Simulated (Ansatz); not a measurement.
Abridged output of a molecular run in Ansatz:

```
Functional definition: HF
712 factors; integrals over basis functions are off by at most 1.5e-3 eV
mean field evaluation 1: about -12037.9038 eV, gradient 4.0e1 eV
mean field evaluation 2: about -12037.9505 eV, gradient 4.0e1 eV
mean field evaluation 4: about -12041.2471 eV, gradient 2.5e0 eV
mean field evaluation 8: about -12041.2850 eV, gradient 1.4e-1 eV
mean field -12041.28517557 eV, -442.5090683259 hartree, gradient 9.3e-7 eV, S^2 0.000000; 0 other end points of the search recorded, 0 dependent functions left out
8 core orbitals not correlated: weight in the atoms' cores, before any rotation towards them, 1.000 or more for the frozen orbitals, at most 0.000 for the correlated occupied ones
reference -12041.28517557 eV, -442.5090683259 hartree; 11, 11 occupied and 56, 56 virtual orbitals, 712 factors
second order -14.02100418 eV of doubles, -0.00000000 eV of singles
cycle   1  -14.35091066 eV  change   -3.3e-1 eV  update   9.9e-2
cycle   2  -14.72338012 eV  change   -3.7e-1 eV  update   3.0e-2
cycle   3  -14.83822584 eV  change   -1.1e-1 eV  update   1.8e-2
cycle   4  -14.83142767 eV  change    6.8e-3 eV  update   5.1e-3
cycle   5  -14.82832156 eV  change    3.1e-3 eV  update   2.1e-3
cycle   6  -14.82911681 eV  change   -8.0e-4 eV  update   7.0e-4
cycle   7  -14.82892311 eV  change    1.9e-4 eV  update   2.1e-4
cycle   8  -14.82881354 eV  change    1.1e-4 eV  update   8.1e-5
cycle   9  -14.82882890 eV  change   -1.5e-5 eV  update   3.5e-5
cycle  10  -14.82884878 eV  change   -2.0e-5 eV  update   1.3e-5
perturbative correction -0.29789353 eV, -0.0109473854 hartree
Total energy: -12056.41191788 eV, -443.0649658527 hartree
```

Its atoms:

```xyz
7

O     0.980    1.367    0.384
B     0.070    0.401    0.658
Al   -0.501   -0.925   -0.932
F     0.019   -2.497   -0.828
H     1.198    1.922    1.139
H    -0.370    0.341    1.783
H    -1.396   -0.609   -2.204
```

Q: Which basis set was used?
A. def2-TZVPPD
B. def2-SVPD
C. cc-pV(Q+d)Z
D. def2-SVP

A: D. It gives 75 functions.

Q: Write the keys of the input that set method, charge and spin (a neutral closed shell needs none for the last two).

A: 
```yaml
correlation: {method: ccsd_t}
```
